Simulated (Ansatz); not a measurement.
Match the barriers

Saddle point of Si4NH13, singlet (Si₄H₁₀ ([SiH3][SiH]([SiH3])[SiH3]) + NH₃ → Si₃NH₉ ([NH2][SiH]([SiH3])[SiH3]) + SiH₄; bonds formed: Si1–N7, Si2–H6; bonds broken: Si1–Si2, H6–N7), PBE0-D4/def2-TZVP structure:

Si1  (-0.144, 1.248, -0.057)
Si2  (0.493, -1.997, 0.239)
Si3  (-0.267, 0.456, -2.246)
Si4  (-1.640, 0.362, 1.486)
H5  (-0.114, 2.751, -0.019)
H6  (1.525, -0.103, 0.568)
N7  (1.600, 0.993, 0.583)
H8  (1.723, -2.805, -0.096)
H9  (-0.499, -2.487, -0.777)
H10  (0.010, -2.635, 1.513)
H11  (-0.593, 1.594, -3.156)
H12  (1.048, -0.094, -2.671)
H13  (-1.334, -0.564, -2.349)
H14  (-0.928, 0.109, 2.767)
H15  (-2.714, 1.364, 1.764)
H16  (-2.261, -0.875, 0.958)
H17  (2.336, 1.334, -0.031)
H18  (1.759, 1.347, 1.523)
(Å)

Ansatz 0.2.0; basis: def2-TZVPP, with def2-QZVPP for the basis limit; cores frozen in the correlated methods. B3LYP uses VWN-RPA correlation. Extrapolation: Hartree–Fock as exp(−7.88 √X), correlation as X^−2.97. Four methods, as single points on the PBE0-D4 structures, gave these electronic barriers from the start structure: 1.563, 1.681, 1.845, 2.317 eV.

Problem. The methods were, in alphabetical order, B3LYP-D4, BHLYP-D4, BLYP-D4, HF. Which gave which? (Judge from chemistry; the calculation decides.)

Solution. Computed: BLYP-D4 1.563; B3LYP-D4 1.681; BHLYP-D4 1.845; HF 2.317 eV. For comparison, CCSD(T) at an estimated basis limit (MP2 extrapolated from triple and quadruple zeta, plus CCSD(T) − MP2 in triple zeta) gives 1.796 eV.

No T1 diagnostic of these runs exceeds 0.015.

Labels in which every atom is bracketed show which atoms are joined, not bond orders.

For scale, one of the runs: CCSD(T)/def2-TZVPP, 381 basis functions, launched by `ansatz run in.yaml --threads 2 --pin off --events-out ev --progress --plain --max-ram 32768MiB --backend cuda --devices 0, --max-vram 18GiB`. Time: 28 s of wall clock on 2 CPU threads of an AMD EPYC 7R13 and a share of one NVIDIA H100; the host was shared. Peak host memory: 0.95 GiB.
